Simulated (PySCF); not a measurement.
YCl3, optimised at PBE0/def2-TZVP:

```xyz
4

Y     -0.6329     0.2113    -0.2670
Cl    -0.2886     1.4358     1.8096
Cl    -1.0883     1.4195    -2.3316
Cl    -0.5182    -2.2212    -0.2796
```

Method: PySCF energies (xtb for GFN2) plus ideal-gas RRHO corrections (1 bar). All species are closed-shell singlets. Y: scalar-relativistic def2 core potential, no spin-orbit coupling. Warning, point group unlike the PBE0 one: YCl3 (GFN2-xTB).

List the harmonic frequencies (cm⁻¹, unscaled) at this level and at the other levels, each on its own geometry.


- PBE0/def2-TZVP: 38, 80, 80, 329, 385, 385
- GFN2-xTB: 97, 97, 114, 213, 259, 259
